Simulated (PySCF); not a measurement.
# NMR problem set

- GIAO PBE0/pcSseg-1 shieldings
- geometry: GFN2-xTB
- program: PySCF 2.14
- relativity neglected, single conformer, no solvent, fast rotation and ring inversion assumed for equivalent nuclei

Referencing at the same level of theory: TMS for ¹H (σ = 31.72 ppm) and ¹³C (σ = 186.93 ppm). Where no couplings were computed, multiplicities follow the n + 1 count of equivalent neighbours, and m marks all less simple cases (inequivalent or close neighbours, rings, F or P nearby). Shifts are as computed. Against solution values, carbons near 30 ppm lie about +3 ppm off and those near 130 ppm about +5 ppm. Of 1309 compounds with measured shifts, 239 miss one by over three times the rms of a fit or turn the order of signals round; such compounds aren't used in these exercises. OH and NH positions are gas-phase values without hydrogen bonding to other molecules.

Problem. C$_{6}$H$_{7}$NOSi. ¹H NMR (600 MHz, computed): δ 9.55 (s, 1H), 5.11 (s, 2H), 2.81 (s, 3H), -0.04 (br s, 1H). ¹³C{¹H} NMR (computed): δ 181.0, 105.3, 94.6, 89.7, 75.5, 31.7. Give a structure.

Solution. `O=CC#CC#C[SiH2]NC`. Rings plus π bonds: 5 (no ring in the answer). 6 carbon signals for 6 carbons: no two carbons are equivalent. Carbon types of the structure: 4 × C, 1 × CH, 1 × CH3, leaving 3 H on heteroatoms. δC 181.0: aldehyde carbonyl carbon; the double bond to the heteroatom, with no lone-pair donor beside it, deshields it most. δC 105.3, 94.6, 89.7, 75.5: alkyne carbon. δH 9.55: hydrogen on an aldehyde carbonyl carbon; the C=O anisotropy and electron withdrawal place aldehyde protons far downfield. δH -0.04: hydrogen on a nitrogen bonded to C, Si; exchangeable, gas-phase position.

The shifts were computed for this structure.

Problem. C$_{4}$H$_{5}$ClOSi. ¹H NMR (400 MHz, computed): δ 7.89 (m, 1H), 7.39 (m, 1H), 6.80 (m, 1H), 5.64 (s, 2H). ¹³C{¹H} NMR (computed): δ 154.7 (CH), 153.8 (C), 131.4 (CH), 117.1 (CH). What is it?

Solution. SMILES Cl[SiH2]c1ccco1. Rings plus π bonds: 3 (1 ring in the answer). 4 carbon signals for 4 carbons: no two carbons are equivalent. Carbon types of the structure: 1 × C, 3 × CH, leaving 2 H on heteroatoms. δC 154.7: aromatic CH next to the ring oxygen. δC 153.8: substituted aromatic carbon next to the ring oxygen. δC 131.4, 117.1: aromatic CH. δH 7.39, 6.80: hydrogen on an aromatic CH; aromatic region.

The data come from this structure; uniqueness wasn't tested.
